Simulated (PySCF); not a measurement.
C3H2, SMILES [C][C][CH2] (connectivity only; charge and spin as stated), neutral, multiplicity 1. Coordinates come from a PBE0-D3(BJ)/def2-TZVP optimisation.

TDA-B3LYP/def2-TZVPD (PySCF 2.14.0) puts the lowest singlet excitations at 1.88, 2.69, 5.83, 6.64, 7.09, 7.39 eV.

### Question
What are the lowest excitation roots from ADC(2)/aug-cc-pVDZ in PySCF? (An estimate is asked for; the answer gives what the named calculation found.)

### Answer
2.10, 2.89, 5.31, 6.89, 7.35, 7.56 eV. S1 differs by 0.22 eV (second minus first; roots are paired by order, and the bases may differ).
